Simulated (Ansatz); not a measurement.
`CC(C)[O][GeH]`, relaxed with RKS PBE0-D4/def2-TZVP in Ansatz from a PBE-D4/def2-SVP geometry. The force threshold is 0.005 eV/Å; the program also tests the step.

The species carries charge 0 and has multiplicity 1.

Start:

```xyz
13

C     0.786   -0.578   -1.158
C    -0.225    0.076   -0.217
C    -1.007   -0.944    0.609
O     0.486    0.936    0.683
Ge    0.136    2.717    0.733
H     1.328    0.191   -1.743
H     1.531   -1.157   -0.576
H     0.281   -1.264   -1.867
H    -0.947    0.679   -0.825
H    -1.740   -0.435    1.265
H    -0.315   -1.526    1.251
H    -1.556   -1.649   -0.048
H     1.241    2.953    1.893
```

Task: By how much does the energy fall, and how many steps does the optimiser take? (An estimate is asked.)

Result: Ansatz gave: 5.34 kJ/mol, in 5 steps, 1 of them rejected.

Task: Which bonds change most? (An estimate is asked.)

Result: Ansatz gave: O4–Ge5 from 1.815 to 1.782 Å; Ge5–H13 from 1.619 to 1.600 Å; C2–H9 from 1.120 to 1.102 Å; C3–H11 from 1.109 to 1.093 Å.

Task: Give the relaxed structure. (Estimate.)

Result: Computed: 
```xyz
13

C     0.778   -0.572   -1.144
C    -0.221    0.079   -0.211
C    -0.997   -0.937    0.602
O     0.480    0.934    0.681
Ge    0.139    2.683    0.719
H     1.314    0.183   -1.724
H     1.510   -1.145   -0.570
H     0.275   -1.248   -1.840
H    -0.931    0.673   -0.809
H    -1.719   -0.440    1.253
H    -0.314   -1.517    1.227
H    -1.539   -1.624   -0.053
H     1.225    2.929    1.867
```
